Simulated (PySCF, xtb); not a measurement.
C2H6FNZn, SMILES C[N]([Zn][F])C. Other conformers were not sampled.

Harmonic wavenumbers (cm⁻¹) from GFN2-xTB run with xtb at its own minimum, in rising order: 48, 90, 212, 226, 249, 270, 337, 397, 471, 958, 1035, 1075, 1128, 1174, 1211, 1405, 1415, 1457, 1471, 1478, 1485, 2867, 2885, 2943, 2947, 2989, 3035.

What does B3LYP-D3(BJ)/def2-SVP (PySCF 2.14.0) give at its own minimum? (An estimate is asked for; the answer gives what the named calculation found.)

92, 96, 137, 235, 249, 266, 315, 539, 715, 1004, 1087, 1113, 1154, 1237, 1283, 1433, 1445, 1448, 1463, 1485, 1501, 2917, 2924, 2971, 2978, 3076, 3077. Paired by order, the mean absolute difference is 45 cm⁻¹ and the zero-point energies are 50.4 and 51.8 kcal/mol.
